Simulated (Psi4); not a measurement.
Psi4 input (wB97X-D/6-311+G**):

```
memory 1500 MB

molecule {
-1 1
C     1.19116500    0.02436500    0.00315700
C    -0.01664900   -0.30007500    0.51891400
O    -1.07559000    0.18044300   -0.35335900
H     1.32540900    0.57277600   -0.94124700
H     2.09861000   -0.26004900    0.53013000
H    -1.86639600   -0.10200400    0.10556400
symmetry c1
no_reorient
no_com
}

set {
  basis 6-311+G**
  reference rks
  scf_type pk
  dft_radial_points 99
  dft_spherical_points 590
  e_convergence 1e-8
  d_convergence 1e-7
  maxiter 150
}

e = energy('wb97x-d')
print_out(f'\nFINAL {e:.10f} DIPOLE {variable("CURRENT DIPOLE")[0]:.6f} {variable("CURRENT DIPOLE")[1]:.6f} {variable("CURRENT DIPOLE")[2]:.6f}\n')
```

Output:

```
   => Loading Basis Set <=

    Name: 6-311+G**
    Role: ORBITAL
    Keyword: BASIS
    atoms 1-2 entry C          line   129 file 6-311pgss.gbs
    atoms 3   entry O          line   171 file 6-311pgss.gbs
    atoms 4-6 entry H          line    42 file 6-311pgss.gbs

   => WB97X-D: Empirical Dispersion <=

    Chai and Head-Gordon Dispersion Correction
    Chai, J.-D.; Head-Gordon, M. (2010), J. Chem. Phys., 132: 6615-6620

        s6 =       1.000000

         ---------------------------------------------------------
                                   SCF
               by Justin Turney, Rob Parrish, Andy Simmonett
                          and Daniel G. A. Smith
                              RKS Reference
         ---------------------------------------------------------

  ==> Geometry <==

    Molecular point group: c1
    Full point group: C1

    Geometry (in Angstrom), charge = -1, multiplicity = 1:

       Center              X                  Y                   Z               Mass
    ------------   -----------------  -----------------  -----------------  -----------------
         C            1.191165000000     0.024365000000     0.003157000000    12.000000000000
         C           -0.016649000000    -0.300075000000     0.518914000000    12.000000000000
         O           -1.075590000000     0.180443000000    -0.353359000000    15.994914619570
         H            1.325409000000     0.572776000000    -0.941247000000     1.007825032230
         H            2.098610000000    -0.260049000000     0.530130000000     1.007825032230
         H           -1.866396000000    -0.102004000000     0.105564000000     1.007825032230

  Running in c1 symmetry.

  Rotational constants: A =      2.26482  B =      0.36453  C =      0.31399 [cm^-1]
  Rotational constants: A =  67897.45934  B =  10928.44504  C =   9413.32242 [MHz]
  Nuclear repulsion =   62.035314755119884

  Charge       = -1
  Multiplicity = 1
  Electrons    = 24
  Nalpha       = 12
  Nbeta        = 12

  ==> Algorithm <==

  SCF Algorithm Type is PK.
  DIIS enabled.
  MOM disabled.
  Fractional occupation disabled.
  Guess Type is SAD.
  Energy threshold   = 1.00e-08
  Density threshold  = 1.00e-07
  Integral threshold = 1.00e-12

  ==> Primary Basis <==

  Basis Set: 6-311+G**
    Blend: 6-311+G**
    Number of shells: 42
    Number of basis functions: 84
    Number of Cartesian functions: 87
    Spherical Harmonics?: true
    Max angular momentum: 2

  ==> DFT Potential <==

   => LibXC <=

    Version 7.1.2
    S. Lehtola, C. Steigemann, M. J. T. Oliveira, and M. A. L. Marques,  SoftwareX 7, 1–5 (2018) (10.1016/j.softx.2017.11.002)

   => Composite Functional: WB97X-D <=

    wB97X-D Hyb-GGA Exchange-Correlation Functional

    J.-D. Chai and M. Head-Gordon,  Phys. Chem. Chem. Phys. 10, 6615–6620 (2008) (10.1039/B810189B)

    Deriv               =              1
    GGA                 =           TRUE
    Meta                =          FALSE

    Exchange Hybrid     =           TRUE
    MP2 Hybrid          =          FALSE

   => Exchange-Correlation Functionals <=

    1.0000   wB97X-D range-separated functional

   => Exact (HF) Exchange <=

    0.7780            HF,LR [omega = 0.2000]
    0.2220               HF

   => LibXC Density Thresholds  <==

    XC_HYB_GGA_XC_WB97X_D:  1.00E-14

   => Molecular Quadrature <=

    Radial Scheme          =       TREUTLER
    Pruning Scheme         =           NONE
    Nuclear Scheme         =       TREUTLER

    Blocking Scheme        =         OCTREE
    BS radius alpha        =              1
    Pruning alpha          =              1
    Radial Points          =             99
    Spherical Points       =            590
    Total Points           =         339020
    Total Blocks           =           2502
    Max Points             =            256
    Max Functions          =             84
    Weights Tolerance      =       1.00E-15

  ==> Integral Setup <==

  Using in-core PK algorithm.
   Calculation information:
      Number of atoms:                   6
      Number of AO shells:              42
      Number of primitives:             75
      Number of atomic orbitals:        87
      Number of basis functions:        84

      Integral cutoff                 1.00e-12
      Number of threads:                 1

  Performing in-core PK
  Using 19122705 doubles for integral storage.
  We computed 394874 shell quartets total.
  Whereas there are 408156 unique shell quartets.

  Computing range-separated integrals for PK
  We computed 394874 wK shell quartets total.
  Whereas there are 408156 wK unique shell quartets.

  ==> DiskJK: Disk-Based J/K Matrices <==

    J tasked:                  Yes
    K tasked:                  Yes
    wK tasked:                 Yes
    Omega:               2.000E-01
    Schwarz Cutoff:          1E-12


  Cached 50.0% of DFT collocation blocks in 0.352 [GiB].

  Minimum eigenvalue in the overlap matrix is 1.1739605591E-04.
  Reciprocal condition number of the overlap matrix is 1.6380720737E-05.
    Using symmetric orthogonalization.

  ==> Pre-Iterations <==

  SCF Guess: Superposition of Atomic Densities via on-the-fly atomic UHF (no occupation information).

   -------------------------
    Irrep   Nso     Nmo
   -------------------------
     A         84      84
   -------------------------
    Total      84      84
   -------------------------

  ==> Iterations <==

                        Total Energy        Delta E     RMS |[F,P]|

   @RKS iter SAD:  -152.23701293746043   -1.52237e+02   0.00000e+00
   @RKS iter   1:  -152.83420096753559   -5.97188e-01   9.39837e-03 ADIIS/DIIS
   @RKS iter   2:  -152.85266144624435   -1.84605e-02   9.79339e-03 ADIIS/DIIS
   @RKS iter   3:  -153.15585123906419   -3.03190e-01   1.10903e-03 ADIIS/DIIS
   @RKS iter   4:  -153.15875994987346   -2.90871e-03   5.45407e-04 ADIIS/DIIS
   @RKS iter   5:  -153.15967875745633   -9.18808e-04   7.36364e-05 DIIS
   @RKS iter   6:  -153.15971883221812   -4.00748e-05   2.69762e-05 DIIS
   @RKS iter   7:  -153.15972399241340   -5.16020e-06   1.47072e-05 DIIS
   @RKS iter   8:  -153.15972552650868   -1.53410e-06   4.01532e-06 DIIS
   @RKS iter   9:  -153.15972582770013   -3.01191e-07   8.49618e-07 DIIS
   @RKS iter  10:  -153.15972584866611   -2.09660e-08   2.27918e-07 DIIS
   @RKS iter  11:  -153.15972585022547   -1.55936e-09   7.43070e-08 DIIS
  Energy and wave function converged.

  ==> Post-Iterations <==

   Electrons on quadrature grid:
      Ntotal   =   23.9999999617 ; deviation = -3.832e-08

    Orbital Energies [Eh]
    ---------------------

    Doubly Occupied:

       1A    -19.046960     2A    -10.075136     3A    -10.033297
       4A     -0.908441     5A     -0.600578     6A     -0.425651
       7A     -0.336744     8A     -0.281419     9A     -0.254549
      10A     -0.232753    11A     -0.081973    12A     -0.059151

    Virtual:

      13A      0.221725    14A      0.228378    15A      0.250079
      16A      0.268231    17A      0.275644    18A      0.278361
      19A      0.308161    20A      0.361650    21A      0.370338
      22A      0.387240    23A      0.418469    24A      0.434738
      25A      0.443491    26A      0.449121    27A      0.492527
      28A      0.539749    29A      0.595542    30A      0.643616
      31A      0.735628    32A      0.789655    33A      0.826490
      34A      0.839570    35A      0.845186    36A      0.897427
      37A      0.898447    38A      0.974655    39A      0.998014
      40A      1.091799    41A      1.193659    42A      1.291961
      43A      1.323899    44A      1.359145    45A      1.375983
      46A      1.460110    47A      1.598051    48A      1.689014
      49A      1.752014    50A      1.762995    51A      1.767795
      52A      1.799657    53A      1.958704    54A      1.961904
      55A      1.992240    56A      2.111240    57A      2.285979
      58A      2.301652    59A      2.336198    60A      2.363095
      61A      2.417537    62A      2.562483    63A      2.820794
      64A      2.826041    65A      2.899590    66A      2.965629
      67A      2.978187    68A      3.013792    69A      3.184056
      70A      3.230118    71A      3.399987    72A      3.421130
      73A      3.438578    74A      3.705303    75A      3.952558
      76A      4.064681    77A      4.115736    78A      4.384640
      79A      5.287456    80A      5.677916    81A      5.889497
      82A     23.956528    83A     24.527478    84A     50.219741

    Final Occupation by Irrep:
              A
    DOCC [    12 ]
    NA   [    12 ]
    NB   [    12 ]

  @RKS Final Energy:  -153.15972585022547

   => Energetics <=

    Nuclear Repulsion Energy =             62.0353147551198845
    One-Electron Energy =                -336.0639996037674564
    Two-Electron Energy =                 135.0971605966967388
    DFT Exchange-Correlation Energy =     -14.2274921182038785
    Empirical Dispersion Energy =          -0.0007094800707515
    VV10 Nonlocal Energy =                  0.0000000000000000
    Total Energy =                       -153.1597258502254704

Computation Completed

Properties will be evaluated at   0.000000,   0.000000,   0.000000 [a0]

Properties computed using the SCF density matrix

 Multipole Moments:

 ------------------------------------------------------------------------------------
     Multipole            Electronic (a.u.)      Nuclear  (a.u.)        Total (a.u.)
 ------------------------------------------------------------------------------------

 L = 1.  Multiply by 2.5417464519 to convert [e a0] to [Debye]
 Dipole X            :         -0.5031655           -0.0000019           -0.5031674
 Dipole Y            :          0.3535750            0.0000132            0.3535882
 Dipole Z            :         -0.6313565            0.0000019           -0.6313546
 Magnitude           :                                                    0.8813686

 ------------------------------------------------------------------------------------

FINAL -153.1597258502 DIPOLE -0.503167 0.353588 -0.631355

*** Psi4 exiting successfully. Buy a developer a beer!
```

The dipole moment of an ion depends on the origin.

The geometry given is a B3LYP-D3(BJ)/def2-TZVP minimum.
